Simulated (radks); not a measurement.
Sr3+, 35 electrons, occupied as [Ar] 3d10 4s2 4p5 (the NIST ground configuration).

Calculated with a radial shooting solver on a logarithmic mesh with Libxc functionals: scalar-relativistic Kohn-Sham, exchange-only r2SCAN, spin-unpolarised, spherical densities, finite nucleus; meta-GGA in the generalised Kohn-Sham scheme; Fermi nuclear charge, rms radius 4.224 fm.

Energy parts (hartree):
part                   energy
total             -3175.99461
kinetic            3258.73055
electron-nucleus  -7613.95028
Hartree            1281.94489
exchange           -102.71977

Orbitals (lengths in bohr, moments of r in powers of bohr; r(max) is where P^2 peaks; r(90%) holds 90 % of the orbital's charge):
| orbital | occ. | eigenvalue (hartree) | r(90%) | r(max) | <r^2> | <r> |
|---|---|---|---|---|---|---|
| 1s | 2 | -588.2391 | 0.0701 | 0.02554 | 0.002068 | 0.03917 |
| 2s | 2 | -80.99726 | 0.266 | 0.1450 | 0.03502 | 0.1723 |
| 2p | 6 | -72.00086 | 0.245 | 0.1161 | 0.02766 | 0.1504 |
| 3s | 2 | -13.62756 | 0.727 | 0.4350 | 0.2761 | 0.4905 |
| 3p | 6 | -10.68247 | 0.754 | 0.4304 | 0.2886 | 0.4973 |
| 3d | 10 | -5.83897 | 0.805 | 0.3780 | 0.3014 | 0.4975 |
| 4s | 2 | -2.54717 | 1.95 | 1.183 | 2.015 | 1.335 |
| 4p | 5 | -1.82660 | 2.21 | 1.302 | 2.545 | 1.495 |
| 4d | 0 | -0.82266 | 3.18 | 1.694 | 4.968 | 2.059 |
| 5s | 0 | -0.70412 | 4.77 | 3.033 | 12.32 | 3.307 |

The highest occupied level is 4p at -49.704 eV. Summed over all electrons, <r^2> = 22.29 bohr^2, which gives a Langevin (diamagnetic) susceptibility term of -17.7 x 10^-6 cm^3/mol. For comparison, the ionisation energy in NIST's Atomic Spectra Database is 56.280 eV (semi-empirical). In exact Kohn-Sham theory the highest level is minus the ionisation energy, but local and semilocal functionals leave it too shallow, through self-interaction and a potential that decays too fast; potentials with the right tail come closer.

Beside tabulated values, note that spin-unpolarised runs miss the spin-polarisation part of the exchange energy of open shells.
